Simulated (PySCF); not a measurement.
H2Si2, SMILES [Si]=[SiH2] (connectivity only; charge and spin as stated), neutral, multiplicity 1.

The structure is a stationary point at r2SCAN-D4/def2-TZVP. The isomer is the one that the SMILES or the coordinates give; other isomers of the formula were not compared.

Two levels are set side by side: PBE/def2-TZVPD (PySCF) and PBE0/def2-TZVPD (PySCF). Same geometry, gas phase. Differences are taken from unrounded values.

| quantity | PBE |
|---|---|
| orbital gap (eV) | 0.67 |
| highest occupied level (eV) | -5.09 |
| lowest empty level (eV) | -4.42 |
| dipole moment (D) | 0.15 |
| mean polarisability (bohr³) | 76.2 |

These are the PBE values. What does PBE0 give? (An estimate is asked for; the answer gives what the named calculation found.)


```
quantity                      PBE0  PBE minus PBE0
---------------------------  -----  --------------
orbital gap (eV)              2.36           -1.68
highest occupied level (eV)  -5.90            0.81
lowest empty level (eV)      -3.54           -0.88
dipole moment (D)             0.22           -0.07
mean polarisability (bohr³)   75.5             0.7
```

PBE's occupied levels lie high since its potential decays too fast outside the molecule; exact exchange lowers them and widens the gap. Differences between two approximate levels are no errors against the true value.

Rough cost on one machine, each run with all the roots and properties that it gave: PBE0 against PBE within a factor of 2.
